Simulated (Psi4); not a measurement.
CHN, charge +1, doublet, at a GFN2-xTB geometry (a state made from the parent by changing its charge; the spin is typed, not shown lowest), atoms displaced at random by about 0.08 Å a coordinate; TPSS/cc-pVDZ, gradient (Psi4 1.11).

The Psi4 input:
```
memory 2 GB

molecule mol {
1 2
C     0.018429    0.102104   -0.626285
N     0.014533    0.020729    0.695532
H     0.011668   -0.122498   -1.532030
symmetry c1
no_reorient
no_com
}

set {
  basis cc-pvdz
  reference uks
}

gradient('tpss')
print_variables()
```

The log (banner, timings and long lists left out):

```
gradient() will perform analytic gradient computation.

   => Loading Basis Set <=

    Name: CC-PVDZ
    Role: ORBITAL
    Keyword: BASIS

         ---------------------------------------------------------
                                   SCF
               by Justin Turney, Rob Parrish, Andy Simmonett
                          and Daniel G. A. Smith
                              UKS Reference
         ---------------------------------------------------------

  ==> Geometry <==

    Molecular point group: c1
    Full point group: C1

    Geometry (in Angstrom), charge = 1, multiplicity = 2:

       Center              X                  Y                   Z               Mass
    ------------   -----------------  -----------------  -----------------  -----------------
         C            0.018429000000     0.102104000000    -0.626285000000    12.000000000000
         N            0.014533000000     0.020729000000     0.695532000000    14.003074004430
         H            0.011668000000    -0.122498000000    -1.532030000000     1.007825032230

  Running in c1 symmetry.

  Rotational constants: A =    117.83090  B =      1.21634  C =      1.20434 [cm^-1]
  Rotational constants: A = 3532481.61741  B =  36464.94937  C =  36105.22533 [MHz]
  Nuclear repulsion =   21.844282982413610

  Charge       = 1
  Multiplicity = 2
  Electrons    = 13
  Nalpha       = 7
  Nbeta        = 6

  ==> Algorithm <==

  SCF Algorithm Type is DF.
  DIIS enabled.
  MOM disabled.
  Fractional occupation disabled.
  Guess Type is SAD.
  Energy threshold   = 1.00e-08
  Density threshold  = 1.00e-08
  Integral threshold = 1.00e-12

  ==> Primary Basis <==

  Basis Set: CC-PVDZ
    Blend: CC-PVDZ
    Number of shells: 15
    Number of basis functions: 33
    Number of Cartesian functions: 35
    Spherical Harmonics?: true
    Max angular momentum: 2

  ==> DFT Potential <==

   => LibXC <=

    Version 7.1.2
    S. Lehtola, C. Steigemann, M. J. T. Oliveira, and M. A. L. Marques,  SoftwareX 7, 1–5 (2018) (10.1016/j.softx.2017.11.002)

   => Composite Functional: TPSS <=

    TPSS Meta-GGA XC Functional

    J. Tao, et al., Phys. Rev. Lett., 91, 146401, 2003

    Deriv               =              1
    GGA                 =           TRUE
    Meta                =           TRUE

    Exchange Hybrid     =          FALSE
    MP2 Hybrid          =          FALSE

   => Exchange Functionals <=

    1.0000   XC_MGGA_X_TPSS

   => Correlation Functionals <=

    1.0000   XC_MGGA_C_TPSS

   => LibXC Density Thresholds  <==

    XC_MGGA_C_TPSS:  1.00E-15
    XC_MGGA_X_TPSS:  1.00E-15

   => Molecular Quadrature <=

    Radial Scheme          =       TREUTLER
    Pruning Scheme         =           NONE
    Nuclear Scheme         =       TREUTLER

    Blocking Scheme        =         OCTREE
    BS radius alpha        =              1
    Pruning alpha          =              1
    Radial Points          =             75
    Spherical Points       =            302
    Total Points           =          65029
    Total Blocks           =            546
    Max Points             =            255
    Max Functions          =             33
    Weights Tolerance      =       1.00E-15

   => Loading Basis Set <=

    Name: (CC-PVDZ AUX)
    Role: JKFIT
    Keyword: DF_BASIS_SCF

  ==> Integral Setup <==

  SCF_SUBTYPE=INCORE selected. In-core MEM_DF algorithm will be used.
  Using in-core AOs.

  ==> MemDFJK: Density-Fitted J/K Matrices <==

    J tasked:                   Yes
    K tasked:                    No
    wK tasked:                   No
    Algorithm:                 Core
    Schwarz Cutoff:           1E-12
    Mask sparsity (%):       0.0000
    Fitting Condition:        1E-10

   => Auxiliary Basis Set <=

  Basis Set: (CC-PVDZ AUX)
    Blend: CC-PVDZ-JKFIT
    Number of shells: 57
    Number of basis functions: 163
    Number of Cartesian functions: 187
    Spherical Harmonics?: true
    Max angular momentum: 3

  Minimum eigenvalue in the overlap matrix is 1.1208946675E-02.
  Reciprocal condition number of the overlap matrix is 3.1681060445E-03.
    Using symmetric orthogonalization.

  ==> Pre-Iterations <==

  SCF Guess: Superposition of Atomic Densities via on-the-fly atomic UHF (no occupation information).

   -------------------------
    Irrep   Nso     Nmo
   -------------------------
     A         33      33
   -------------------------
    Total      33      33
   -------------------------

  ==> Iterations <==

                           Total Energy        Delta E     RMS |[F,P]|

   @DF-UKS iter SAD:   -92.76704845576572   -9.27670e+01   0.00000e+00
   @DF-UKS iter   1:   -92.91293711013245   -1.45889e-01   3.05863e-03 DIIS/ADIIS
   @DF-UKS iter   2:   -92.91372071557230   -7.83605e-04   3.13665e-03 DIIS/ADIIS
   @DF-UKS iter   3:   -92.90848265175516    5.23806e-03   4.48926e-03 DIIS/ADIIS
   @DF-UKS iter   4:   -92.91956454176932   -1.10819e-02   2.56179e-04 DIIS/ADIIS
   @DF-UKS iter   5:   -92.91963018320948   -6.56414e-05   1.01721e-04 DIIS/ADIIS
   @DF-UKS iter   6:   -92.91965299935244   -2.28161e-05   6.19342e-05 DIIS
   @DF-UKS iter   7:   -92.91966132168029   -8.32233e-06   1.81612e-05 DIIS
   @DF-UKS iter   8:   -92.91966229038303   -9.68703e-07   6.87785e-06 DIIS
   @DF-UKS iter   9:   -92.91966235831070   -6.79277e-08   1.29618e-06 DIIS
   @DF-UKS iter  10:   -92.91966236532022   -7.00952e-09   8.04419e-07 DIIS
   @DF-UKS iter  11:   -92.91966236814862   -2.82840e-09   3.56198e-07 DIIS
   @DF-UKS iter  12:   -92.91966236902114   -8.72518e-10   7.10272e-08 DIIS
   @DF-UKS iter  13:   -92.91966236903561   -1.44667e-11   1.06833e-08 DIIS
   @DF-UKS iter  14:   -92.91966236903568   -7.10543e-14   1.13429e-08 DIIS
   @DF-UKS iter  15:   -92.91966236903579   -1.13687e-13   2.18324e-09 DIIS
  Energy and wave function converged.

  ==> Post-Iterations <==

   Electrons on quadrature grid:
      Nalpha   =    7.0000000166 ; deviation = 1.655e-08
      Nbeta    =    6.0000000156 ; deviation = 1.563e-08
      Ntotal   =   13.0000000322 ; deviation = 3.219e-08

   @Spin Contamination Metric:   5.563379441E-03
   @S^2 Expected:                7.500000000E-01
   @S^2 Observed:                7.555633794E-01
   @S   Expected:                5.000000000E-01
   @S   Observed:                5.000000000E-01

    Orbital Energies [Eh]
    ---------------------

    Alpha Occupied:

[...]
       7A     -0.678907

    Alpha Virtual:

[...]
    Beta Occupied:

[...]
    Beta Virtual:

[...]
    Final Occupation by Irrep:
              A
    DOCC [     6 ]
    SOCC [     1 ]
    NA   [     7 ]
    NB   [     6 ]

  @DF-UKS Final Energy:   -92.91966236903579

   => Energetics <=

    Nuclear Repulsion Energy =             21.8442829824136098
    One-Electron Energy =                -163.0541404605912419
    Two-Electron Energy =                  60.5013006149254196
    DFT Exchange-Correlation Energy =     -12.2111055057835696
    Empirical Dispersion Energy =           0.0000000000000000
    VV10 Nonlocal Energy =                  0.0000000000000000
    Total Energy =                        -92.9196623690357910

  UHF NO Occupations:
  HONO-2 :    5  A 1.9997056
  HONO-1 :    6  A 1.9976675
  HONO-0 :    7  A 1.0000000
  LUNO+0 :    8  A 0.0023325
  LUNO+1 :    9  A 0.0002944
  LUNO+2 :   10  A 0.0000856
  LUNO+3 :   11  A 0.0000719

Computation Completed

Properties will be evaluated at   0.000000,   0.000000,   0.000000 [a0]

Properties computed using the SCF density matrix

 Multipole Moments:

 ------------------------------------------------------------------------------------
     Multipole            Electronic (a.u.)      Nuclear  (a.u.)        Total (a.u.)
 ------------------------------------------------------------------------------------

 L = 1.  Multiply by 2.5417464519 to convert [e a0] to [Debye]
 Dipole X            :         -0.3899643            0.4232476            0.0332833
 Dipole Y            :         -1.0523510            1.2004088            0.1480578
 Dipole Z            :         -0.3508590           -0.7956049           -1.1464639
 Magnitude           :                                                    1.1564637

 ------------------------------------------------------------------------------------

         ------------------------------------------------------------
                                   SCF GRAD
                          Rob Parrish, Justin Turney,
                       Andy Simmonett, and Alex Sokolov
         ------------------------------------------------------------

  ==> Geometry <==

    Molecular point group: c1
    Full point group: C1

    Geometry (in Angstrom), charge = 1, multiplicity = 2:

       Center              X                  Y                   Z               Mass
    ------------   -----------------  -----------------  -----------------  -----------------
         C            0.018429000000     0.102104000000    -0.626285000000    12.000000000000
         N            0.014533000000     0.020729000000     0.695532000000    14.003074004430
         H            0.011668000000    -0.122498000000    -1.532030000000     1.007825032230

  Nuclear repulsion =   21.844282982413610

  ==> Basis Set <==

  Basis Set: CC-PVDZ
    Blend: CC-PVDZ
    Number of shells: 15
    Number of basis functions: 33
    Number of Cartesian functions: 35
    Spherical Harmonics?: true
    Max angular momentum: 2

  ==> DFJKGrad: Density-Fitted SCF Gradients <==

    Gradient:                    1
    J tasked:                  Yes
    K tasked:                   No
    wK tasked:                  No
    Integrals threads:           1
    Schwarz Cutoff:          1E-12
    Fitting Condition:       1E-10

   => Auxiliary Basis Set <=

  Basis Set: (CC-PVDZ AUX)
    Blend: CC-PVDZ-JKFIT
    Number of shells: 57
    Number of basis functions: 163
    Number of Cartesian functions: 187
    Spherical Harmonics?: true
    Max angular momentum: 3

  ==> DFT Potential <==

   => LibXC <=

    Version 7.1.2
    S. Lehtola, C. Steigemann, M. J. T. Oliveira, and M. A. L. Marques,  SoftwareX 7, 1–5 (2018) (10.1016/j.softx.2017.11.002)

   => Composite Functional: TPSS <=

    TPSS Meta-GGA XC Functional

    J. Tao, et al., Phys. Rev. Lett., 91, 146401, 2003

    Deriv               =              1
    GGA                 =           TRUE
    Meta                =           TRUE

    Exchange Hybrid     =          FALSE
    MP2 Hybrid          =          FALSE

   => Exchange Functionals <=

    1.0000   XC_MGGA_X_TPSS

   => Correlation Functionals <=

    1.0000   XC_MGGA_C_TPSS

   => LibXC Density Thresholds  <==

    XC_MGGA_C_TPSS:  1.00E-15
    XC_MGGA_X_TPSS:  1.00E-15

   => Molecular Quadrature <=

    Radial Scheme          =       TREUTLER
    Pruning Scheme         =           NONE
    Nuclear Scheme         =       TREUTLER

    Blocking Scheme        =         OCTREE
    BS radius alpha        =              1
    Pruning alpha          =              1
    Radial Points          =             75
    Spherical Points       =            302
    Total Points           =          65029
    Total Blocks           =            546
    Max Points             =            255
    Max Functions          =             33
    Weights Tolerance      =       1.00E-15

  -Total Gradient:
     Atom            X                  Y                   Z
    ------   -----------------  -----------------  -----------------
       1       -0.000583552167    -0.025529758444    -0.313926200974
       2       -0.000555865275    -0.013291070939     0.124097263087
       3        0.001139508562     0.038823449288     0.189825523645

  Variable Map:
  ----------------------------------------------------------------------------
[...]
  Array Variable Map:
  ----------------------------------------------------------------------------
[...]
[...]
```
